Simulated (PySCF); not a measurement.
Compound: C7H7FSSi.
Cartesian coordinates in Å at the GFN2-xTB level; atoms count from 1:
```
atom  x, y, z in Å
F1    -1.1747   -1.7421   -1.5515
C2    -1.5056   -0.7561   -0.6919
C3    -0.6148   -0.1182    0.0956
C4     0.7523   -0.3739    0.1449
C5     1.9322   -0.6209    0.2142
C6     3.3510   -0.8112    0.3076
S7     4.2288    0.7803    0.6508
Si8   -1.5801    1.1650    1.1160
C9    -3.1687    0.6149    0.2608
C10   -2.8957   -0.3654   -0.6113
H11    3.7661   -1.2289   -0.6115
H12    3.6044   -1.4550    1.1518
H13    3.7987    1.4076   -0.4421
H14   -1.5406    0.8625    2.5447
H15   -1.1756    2.5311    0.7905
H16   -4.1673    0.9900    0.4052
H17   -3.6176   -0.8679   -1.2376
```

NICS = −σ at a ghost point: NICS(0) at the centroid of the ring atoms, NICS(1) 1 Å to either side along the normal of their mean plane, zz for the tensor component along that normal. Level: GIAO PBE0/pcSseg-1 (PySCF, non-relativistic, gas phase) on the GFN2-xTB geometry, one conformer.

Ring bond lengths (Å), with Mayer bond orders in brackets: C2–C3 1.349 (1.65), C3–Si8 1.903 (0.79), Si8–C9 1.886 (0.88), C9–C10 1.340 (1.80), C10–C2 1.446 (1.13).

Task: Give the NICS values of each ring in ppm.

Result: 
| ring | type | NICS(0) | NICS(1), two faces | NICS(1)zz, two faces | rms pucker (Å) | centre to ring atoms, mean (Å) |
| --- | --- | --- | --- | --- | --- | --- |
| C2–C3–Si8–C9–C10 | 5-membered ring with Si; formal bonds 2 double, 3 single | -1.6 | -2.1 / -2.1 | 2.0 / 1.9 | 0.00 | 1.34 |

Task: What do they say, and how far can they be read as aromaticity?

Result: 
- C2–C3–Si8–C9–C10: mean NICS(1)zz 1.9 ppm, near zero. Si8 has four or more neighbours, and the NICS criterion for π rings isn't applied.

Task: What is the mean of the two in-plane components of NICS at the second NICS(1) probe listed for ring C2–C3–Si8–C9–C10, 1 Å off the ring?

Result: The isotropic value is a third of the trace: (3 × -2.1 − (1.9))/2 = -4.1 ppm.
